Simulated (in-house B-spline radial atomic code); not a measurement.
A fraction x of an electron is removed from 5p in Yb IV (Yb3+), starting from [Xe] 4f13 and keeping the highest spin. Computed with an all-electron radial atomic-structure program (B-spline basis): scalar-relativistic (X2C) BLYP, spin-polarised, spherical fractional occupations, Fermi nucleus of rms radius 5.3108 fm.

```
   x  E(x) - E(0) (eV)  5p down level (eV)
   0            0.0000             -56.831
0.02            1.1395             -57.116
0.14                 ?                   ?
0.31                 ?                   ?
0.47           28.2959             -63.599
 0.5           30.2104             -64.036
0.51           30.8515             -64.181
0.67           41.3073             -66.519
0.84           52.8276             -69.017
 0.9           56.9952             -69.903
```

(1) What belongs in the row x = 0.14?

(2) What belongs in the row x = 0.31?

(3) Check Janak's theorem between x = 0.47 and 0.5.

## Answers

(1) An energy change of 8.0963 eV; 5p down at -58.833 eV.

(2) An energy change of 18.3057 eV; 5p down at -61.280 eV.

(3) The slope of the energy is 63.82 eV; the orbital levels give 63.82 eV (-ε of the emptying orbital, averaged over the two points).
